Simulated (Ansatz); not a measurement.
Relaxation of C$_{2}$H$_{3}$BO (7 atoms, charge 0, multiplicity 1), to a largest force component of 0.02 eV/Å in at most 50 steps.

Method: Ansatz 0.2.0, RKS PBE0/def2-SVP.

```xyz
7
Properties=species:S:1:pos:R:3
B -0.754 1.028 -0.765
C 0.064 0.432 0.190
C 0.439 -0.966 0.353
O 1.161 -1.396 1.220
H -1.431 1.499 -1.559
H 0.967 -0.484 1.175
H 0.000 -1.642 -0.403
```

**Question.** Where does it end, and by what steps?

**Answer.** It converged. After 10 steps the energy has fallen by 4.142 eV; C2 moved furthest, 0.75 Å. The start is strongly strained (largest force component 12 eV/Å), so its close contacts needn't be bonds. Parted: C3–H6.

```
step  energy less start (eV)  largest force component (eV/Å)  accepted
   0                  0.0000                          12.357       yes
   1                 -1.8450                           5.453       yes
   2                 -3.1929                           2.288       yes
   3                 -3.7415                           2.282       yes
   4                 -3.9579                           2.532       yes
   5                 -4.0925                           0.829       yes
   6                 -4.1194                           0.329       yes
   7                 -4.1320                           0.239       yes
   8                 -4.1417                           0.059       yes
   9                 -4.1420                           0.020       yes
  10                 -4.1420                           0.002       yes
```

```xyz
7
Properties=species:S:1:pos:R:3
B -0.837 1.078 -0.864
C -0.242 -0.014 -0.330
C 0.332 -1.112 0.174
O 1.130 -1.154 1.234
H -1.353 2.041 -1.325
H 1.216 -0.247 1.568
H 0.200 -2.120 -0.246
```

Whether the end is a true minimum wasn't checked by a vibrational analysis.

Time of the run: 21 s on 1 thread of Arm Neoverse V2, on a shared host, peak memory 0.14 GiB.
